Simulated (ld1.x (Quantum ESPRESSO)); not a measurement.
What the settings do to the TM potential of As

Base potential:

arsenic (As), norm-conserving Troullier–Martins (Kleinman–Bylander form), made with ld1.x (Quantum ESPRESSO) 7.5 (PW91, scalar-relativistic). Core [Ar] 3d10, reference 4s2 4p2 (charge +1). Waves: 4s (bound): rc 1.20 bohr; 4p (bound): rc 1.30 bohr. Local part: all-electron potential smoothed inside 1.10 bohr (lloc = -1). Core correction: Bessel-smoothed model core inside 0.60 bohr.

All-electron outer shells of the reference configuration (PW91, scalar-relativistic, ld1.x):

| shell | level (eV) | outermost node (bohr) | outermost maximum (bohr) |
| --- | --- | --- | --- |
| 4s | -23.45 | 0.73 | 1.59 |
| 4p | -13.41 | 0.78 | 1.90 |

Cutoffs, loose and tight: the cutoffs (Ry, on a coarse ladder) from which the occupation-weighted sum of valence levels, in a spherical-Bessel basis at the reference potential, stays within 10 and 1 mRy of its value at 400 Ry. They do not see the model core or the augmentation charge, which bear on the density cutoff. Test errors are all-electron minus pseudo excitation energies from the reference, over the configurations 4s2 4p3; 4s2 4p1; 4s2 4p0; 4s1 4p3; 4s2 4p2.5; 4s1 4p0; 4s1 4p4. A dash means not determined; rows that change the core or the reference have their own tests. The largest error is taken over the tests solved by every variant that gives reliable tests at all: 4s1 4p0; 4s2 4p0; 4s2 4p1.

A true bound ghost makes a file unfit for plane-wave use even where its test errors are small: the radial tests pick states by their node count and pass the ghost by. Where a test does run into it, the solver fails or the error is huge.

Cutoffs are not given where the Bessel-basis levels miss the radial ones by over 6 mRy, ghosts where they miss by over 20 mRy; a channel whose overlap is not positive is not tested.

| change | outcome | cutoff, loose | cutoff, tight | bound ghosts | largest test error (meV) |
| --- | --- | --- | --- | --- | --- |
| base | generated | 80 Ry | 180 Ry | s, d | -426 |
| wave 4p (bound): rc 1.30 bohr becomes 4p (bound): rc 0.88 bohr | generated | – | – | s | -663 |
| wave 4p (bound): rc 1.30 bohr becomes 4p (bound): rc 0.94 bohr | generated | – | – | s | -623 |
| wave 4p (bound): rc 1.30 bohr becomes 4p (bound): rc 1.08 bohr | generated | 260 Ry | 300 Ry | p, s, d | -509 |
| wave 4p (bound): rc 1.30 bohr becomes 4p (bound): rc 1.22 bohr | generated | 100 Ry | 230 Ry | s, d | -443 |
| wave 4p (bound): rc 1.30 bohr becomes 4p (bound): rc 1.32 bohr | generated | 80 Ry | 180 Ry | s, d | -419 |
| wave 4p (bound): rc 1.30 bohr becomes 4p (bound): rc 1.48 bohr | generated | 80 Ry | 160 Ry | s, d | -394 |
| wave 4p (bound): rc 1.30 bohr becomes 4p (bound): rc 1.56 bohr | generated | 60 Ry | 160 Ry | s, d | -387 |
| wave 4p (bound): rc 1.30 bohr becomes 4p (bound): rc 1.68 bohr | generated | 60 Ry | 160 Ry | s, d | -381 |
| wave 4p (bound): rc 1.30 bohr becomes 4p (bound): rc 1.84 bohr | generated | 60 Ry | 160 Ry | s, d | -379 |
| wave 4p (bound): rc 1.30 bohr becomes 4p (bound): rc 2.00 bohr | generated | 60 Ry | 160 Ry | s, d | -389 |

Reading the sweep of the p radius (base included, trends over the rows without a ghost): Bound ghosts are found at 0.88, 0.94, 1.08, 1.22, 1.3, 1.32, 1.48, 1.56, 1.68, 1.84, 2 bohr. Every judged row has one, so this setting neither creates nor removes them.
